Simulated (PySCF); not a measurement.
LDA on Mg (magnesium, neutral)

Configuration: [Ne] 3s1 3d1, high-spin 3D determinant (an excited configuration). All numbers are calculated (PySCF 2.14, no relativity, point nucleus, in aug-cc-pVTZ).

| Property | Result |
| --- | --- |
| Total energy | -198.9085 hartree |
| One-electron energy | -277.4092 hartree |
| Hartree (Coulomb) energy | 93.8884 hartree |
| Exchange-correlation energy | -15.3877 hartree |
| Kinetic energy | 198.75641 hartree |
| ⟨S²⟩ | 2.0001 |
| ⟨L²⟩ | 6.000 |
| Sum of ⟨r⟩ | 14.42 bohr |
| Sum of ⟨r²⟩ | 50.71 bohr² |
| Traceless quadrupole moment −½Σ⟨3z² − r²⟩ along its main axis | 10.4 e·bohr² |
| Density at the nucleus (Gaussians lack the cusp) | 1070 bohr⁻³ |
| Spin density at the nucleus | 1.87 bohr⁻³ |
| Langevin diamagnetic susceptibility | -40.2 ×10⁻⁶ cm³/mol |

| shell | electrons | mean orbital energy (hartree) | spread (hartree) | rms radius, mean of both spins (bohr) |
| --- | --- | --- | --- | --- |
| 1s α | 1 | -46.15922 | 0 | 0.152 |
| 1s β | 1 | -46.15628 | 0 | 0.152 |
| 2s α | 1 | -3.06076 | 0 | 0.769 |
| 2s β | 1 | -3.05624 | 0 | 0.769 |
| 2p α | 3 | -1.87748 | 0.00113 | 0.780 |
| 2p β | 3 | -1.87221 | 0.00123 | 0.780 |
| 3s α | 1 | -0.26963 | 0 | 3.11 |
| 3d α | 1 | -0.00405 | 0 | 6.01 |

The outer electron is Rydberg-like, and this basis confines it to a smaller radius and binds it less than a complete one would.
